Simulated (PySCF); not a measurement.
Molecule: C2H9P2Si, net charge -1, singlet state. It need not be the lowest isomer of its formula. Whether it binds its extra electron was not tested at this geometry. SMILES: C[Si](C)([PH-])P
Coordinates optimised at B3LYP-D3(BJ)/def2-TZVP (Ansatz):
```xyz
14

C     -1.1863    -0.5569    -1.5948
Si     0.0833    -0.1901    -0.2223
C      1.7259     0.1792    -1.1252
P      0.0780    -1.7694     1.2596
P     -0.5014     2.0051     0.3606
H     -1.1984     0.2307    -2.3531
H     -2.1916    -0.6462    -1.1765
H     -0.9421    -1.5052    -2.0809
H      2.0664    -0.7239    -1.6383
H      2.4986     0.4595    -0.4050
H      1.6273     0.9878    -1.8573
H      1.1649    -1.1780     1.9786
H     -1.5390     1.6493     1.2617
H      0.4629     2.1190     1.3988
```
Charge -1, spin multiplicity 1.

Dispersion corrections to the total energy (kcal/mol) from the dftd3 and dftd4 libraries through PySCF: D3(BJ) without and D4 with the three-body term, each with the damping fitted for the functional named.

| functional | D3(BJ) | D4 |
|---|---|---|
| B2GP-PLYP | -8.09 | -4.65 |
| r2SCAN | ___ | -2.73 |
| revPBE | -22.32 | ___ |
| PBE0 | -8.76 | -9.07 |
| HSE06 | -7.38 | -8.55 |
| HF | -64.29 | -32.53 |
| BLYP | ___ | -22.15 |

**Question.** What belongs in the gaps?

**Answer.** 
- r2SCAN, D3(BJ): -2.92
- revPBE, D4: -28.07
- BLYP, D3(BJ): -20.80
